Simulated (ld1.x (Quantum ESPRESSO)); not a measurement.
## Reading a pseudo-wave (P (Z = 15))

Columns: radius, all-electron u(r) and pseudo u(r) of the 3p shell (level -5.52 eV) of phosphorus in the configuration [Ne] 3s2 3p3; PBE, non-relativistic, PAW scheme, ld1.x (Quantum ESPRESSO) 7.5.

```csv
r (bohr),all-electron,pseudo
0.103,0.1352,-0.0078
0.205,0.2658,-0.0306
0.308,0.2951,-0.0675
0.410,0.2444,-0.1157
0.513,0.1471,-0.1736
0.615,0.0308,-0.2370
0.718,-0.0900,-0.3041
0.820,-0.2036,-0.3704
0.923,-0.3071,-0.4344
1.025,-0.3962,-0.4926
1.128,-0.4725,-0.5442
1.230,-0.5350,-0.5872
1.332,-0.5849,-0.6216
1.435,-0.6232,-0.6478
1.538,-0.6507,-0.6660
1.640,-0.6685,-0.6769
1.743,-0.6781,-0.6820
1.845,-0.6806,-0.6819
1.948,-0.6773,-0.6775
2.050,-0.6692,-0.6692
2.153,-0.6571,-0.6571
2.255,-0.6420,-0.6420
2.358,-0.6243,-0.6243
2.460,-0.6049,-0.6049
2.562,-0.5843,-0.5843
2.665,-0.5625,-0.5625
```

(1) How many radial nodes do the two functions have?

(2) At about which radius was the pseudo-wave matched?

(3) Is the pseudo-wave norm-conserving?

Answers

(1) The all-electron 3p function has n − l − 1 = 1; the pseudo-wave has 0, since the states of the same l below it are removed with the core.

(2) 2.05 bohr, where the columns begin to agree (steps of 0.10 bohr).

(3) No, it belongs to a PAW set: the norm inside the radius is not constrained, and the difference is carried by the augmentation charge.
